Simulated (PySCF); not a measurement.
A structure optimised at PBE-D3(BJ)/def2-TZVP, used in a PySCF frequency run:

```
C
N 1 1.3148
N 1 1.3148 2 125.36
H 2 1.0169 1 119.87 3 180.00
H 3 1.0169 1 119.87 2 180.00
H 2 1.0190 4 116.97 1 180.00
H 3 1.0190 5 116.97 1 180.00
H 1 1.0925 2 117.32 4 0.00
```
Charge +1, spin multiplicity 1.

Problem. Write its SMILES, formula and point group.

Solution. NC=[NH2+], CH5N2, C2v

Problem. What are its rotational constants (standard atomic weights)?

Solution. 59.263, 10.161, 8.6737 GHz
